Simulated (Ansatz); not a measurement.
The same path of BFH2O2 + ClH (8 atoms, charge 0, multiplicity 1) was run twice with different band settings. Lost on the way: B1–F2, H5–Cl6. Made: B1–Cl6, F2–H5.

Computed with RKS PBE/def2-SVP in Ansatz.

Relaxed end points:

```xyz
8
Properties=species:S:1:pos:R:3
B -0.016 -0.418 -0.645
F 1.120 0.116 -0.084
O -0.626 0.222 -1.675
O -0.517 -1.591 -0.182
H 0.551 1.090 1.534
Cl -0.339 1.476 2.403
H -0.166 1.044 -1.920
H -0.006 -1.938 0.570
```

```xyz
8
Properties=species:S:1:pos:R:3
B -0.536 -0.268 -0.297
F 2.069 0.571 0.521
O -0.522 0.276 -1.534
O -0.395 -1.603 -0.135
H 1.321 0.868 1.012
Cl -0.868 0.795 1.165
H -0.634 1.242 -1.528
H -0.434 -1.880 0.796
```

Common settings: movable images 7; climbing image yes; optimiser quadratic models (default); start path through a guess of the saddle point; force threshold 0.03 eV/Å; iteration limit 60; end points relaxed.

| run | spring |
| --- | --- |
| 1 | 5.0 eV/Å² |
| 2 | 20.0 eV/Å² |

Question: What does each run give, and how far can it be trusted?

Answer: Run 1: converged after 11 iterations, highest image 1.154 eV above the first end. A vibrational analysis at the climbing image gives one clearly imaginary mode, 557i cm⁻¹: a first-order saddle point.
Run 2: converged after 11 iterations, highest image 1.154 eV above the first end. Another band between the same ends (7 images) ends at a top of the same energy, where a vibrational analysis finds 1 clearly imaginary mode.
The orbitals stay closed-shell, which can raise the energy where a bond breaks towards radicals; this wasn't checked here.
